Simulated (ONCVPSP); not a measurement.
# What one change does to a pseudopotential (sulfur, ONCV)

* Element: S (Z = 16)
* Generator: ONCVPSP 4.0.1
* Type: optimised norm-conserving Vanderbilt (ONCV)
* Functional: LDA (Perdew-Wang 92)
* Relativity: scalar-relativistic
* Frozen core: [Ne]
* Valence charge: 6
* Reference configuration: 3s2 3p2.5 (charge +1.5)
* Partial waves: 3s: rc 1.45 bohr, ncon 4, nbas 7, qcut 5.6 1/bohr, 2 projectors, debl 2.1 Ha; 3p: rc 1.10 bohr, ncon 3, nbas 7, qcut 6.9 1/bohr, 2 projectors, debl 3.2 Ha; d scattering state at 0.29 Ha: rc 1.55 bohr, ncon 3, nbas 7, qcut 7.2 1/bohr, 3 projectors, debl 2.9 Ha
* Local potential: polynomial inside 1.10 bohr (lpopt 2, dvloc0 0 Ha)
* Core correction: Teter function, fcfact 3.75, rcfact 1.65

In the d channel the program set the typed energies aside and used 0.050, 2.950, 5.850 Ha.

Change: p: debl 0.2. In the p channel the program set the typed energies aside and used -0.820, 0.250 Ha. In the d channel the program set the typed energies aside and used 0.050, 2.950, 5.850 Ha.

Cutoffs: the cutoffs (Ha) at which the residual kinetic energy of the hardest occupied pseudo-wave falls to 1 and 0.1 mHa per electron; they do not see the model core or the augmentation charge, which bear on the density cutoff. Errors are all-electron minus pseudo energies relative to the spin-unpolarised reference configuration.

Q: Predict the effect on cutoff, ghosts and configuration errors.

A: The potential gets neither clearly harder nor softer (26 Ha and 141 Ha → 26 Ha and 141 Ha); a bound ghost appears in p, which as a rule spoils a file; of the 4 tests that both files solve, the error grows in 1 and shrinks in 3 by more than 15 % and 0.3 meV (median size 2.6 → 1.1 meV).

```csv
quantity,base,changed
"cutoff, loose",26 Ha,26 Ha
"cutoff, tight",141 Ha,141 Ha
bound ghosts,none,p
GHOST(+) flags under 300 eV,none,none
"error for 3s2 3p4, meV [ΔE -21.64 eV]",+2.6,-0.3
"error for 3s2 3p3, meV [ΔE -9.79 eV]",+1.7,+1.3
"error for 3s2 3p2, meV [ΔE 12.58 eV]",-3.3,-3.8
"error for 3s2 3p3.5, meV [ΔE -16.94 eV]",+2.5,+0.9
s: phases at 1.47 bohr within 0.05 rad from the reference energy up to (Ha; the scan ends near 5),4.4,4.4
p: phases at 1.12 bohr within 0.05 rad from the reference energy up to (Ha; the scan ends near 5),to the end of the scan,to the end of the scan
d: phases at 1.57 bohr within 0.05 rad from the reference energy up to (Ha; the scan ends near 5),to the end of the scan,to the end of the scan
"rms error of d²Exc/dni dnj with the model core, mHa",1.86,1.86
```

 A true bound ghost makes a file unfit for plane-wave use even where its test errors are small: the radial tests pick states by their node count and pass the ghost by.
